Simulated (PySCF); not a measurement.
A side-by-side comparison of computed properties.

First species: C6H2Cl2O2S.
SMILES: `O=C(Cl)c1ccc(C(=O)Cl)s1`

Second species: C5H11NO2Si.
SMILES with atom numbers: `[CH3:1][O:2][SiH2:3][C:4](=[O:5])[NH:6][CH:7]1[CH2:8][CH2:9]1` (hydrogens: H10, H11, H12 on C1; H13, H14 on Si3; H15 on N6; H16 on C7; H17, H18 on C8; H19, H20 on C9)

Levels: PBE0/pcSseg-1 for dipole moment, HOMO energy, LUMO energy and HOMO–LUMO gap; GFN2-xTB for rotational constant A and rotational constant C. Geometries: GFN2-xTB. Each structure is a single optimised conformer of the isolated species, non-relativistic unless stated. Electronic properties by PySCF.

The conformers computed, where there is a choice (atom-mapped SMILES and torsion angles):
- `[O:1]=[C:2]([Cl:3])[c:4]1[cH:5][cH:6][c:7]([C:8](=[O:9])[Cl:10])[s:11]1`: O1–C2–C4–C5 180°, C6–C7–C8–O9 -1°
- `[CH3:1][O:2][SiH2:3][C:4](=[O:5])[NH:6][CH:7]1[CH2:8][CH2:9]1`: C1–O2–Si3–C4 180°, O2–Si3–C4–O5 -179°, Si3–C4–N6–C7 180°, C4–N6–C7–C8 -144°

(1) Which has the higher HOMO energy?

(2) Which has the higher dipole moment?

(3) Which of the two has the higher LUMO energy, and by how much?

(4) Which has the higher HOMO–LUMO gap?

(5) Which has the higher rotational constant A?

(6) Which has the higher rotational constant C?

Answers

(1) The second: -6.79 eV against -8.48 eV, a difference of 1.69 eV.

(2) The second: 4.27 D against 2.13 D, a difference of 2.14 D.

(3) The second: 0.22 eV against -3.59 eV, a difference of 3.81 eV.

(4) The second: 7.01 eV against 4.89 eV, a difference of 2.12 eV.

(5) The second: 2.254 GHz against 2.056 GHz, a difference of 0.198 GHz.

(6) The second: 0.583 GHz against 0.307 GHz, a difference of 0.276 GHz.

On the first: The dipole equals about 7.1 × 10⁻³⁰ C·m (1 D = 3.33564 × 10⁻³⁰ C·m).

On the second: The dipole matches unit charges of opposite sign 0.89 Å apart (1 e·Å = 4.8032 D).
